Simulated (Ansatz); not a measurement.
Born–Oppenheimer molecular dynamics of BF$_{2}$H$_{3}$O (7 atoms, charge 0, multiplicity 1). It starts at the highest image of a converged band. Of that band: The profile has 2 maxima (images 5, 7) with wells between them (image 6): this band takes more than one step, which may be the mechanism or a detour left from its start path. Neighbouring images differ by up to 2.0 eV, so the band resolves the path poorly. A vibrational analysis at the climbing image gives one clearly imaginary mode, 1111i cm⁻¹: a first-order saddle point.

Computed with RKS BLYP/def2-SVPD (Ansatz 0.2.0).

```json
{
 "ensemble": "NVE (velocity Verlet)",
 "time step": "0.5 fs",
 "steps asked": "200",
 "starting velocities drawn for": "100 K",
 "seed": "10390"
}
```

First frame:

```xyz
7
Properties=species:S:1:pos:R:3
B -0.094 0.111 -0.031
H 0.019 -0.401 1.240
O 0.830 -0.322 -0.934
H 1.757 -0.324 -0.645
F -1.388 0.185 -0.380
F 0.359 1.601 0.714
H 0.228 0.600 1.362
```

Q: How far do the bonds stretch over the last three quarters of this one trajectory? (Pairs bonded in most of those frames.)

A: 
```csv
bond,mean (Å),spread (Å),shortest,longest
B1–H2,1.213,0.030,1.17,1.26
B1–O3,1.367,0.017,1.33,1.40
B1–F5,1.353,0.010,1.33,1.37
O3–H4,0.973,0.002,0.97,0.98
F6–H7,0.949,0.028,0.91,0.99
```

Mean temperature of the second half: 1663 K. The conserved energy stayed within 0.14 meV per atom of its start (net change 0.059 meV per atom), so the integration is sound. The kinetic energy rose, since the run started high on the potential surface and went downhill. It ends in pieces (BFH2O + FH), so much of that is their flight and rotation, not heat. A run of 0.1 ps of so small a system gives no equilibrium averages. The orbitals stay closed-shell, which can raise the energy where a bond breaks towards radicals; this wasn't checked here.

The run took 4.6 min on 2 threads of Arm Neoverse V2 (shared host), peak memory 0.12 GiB.
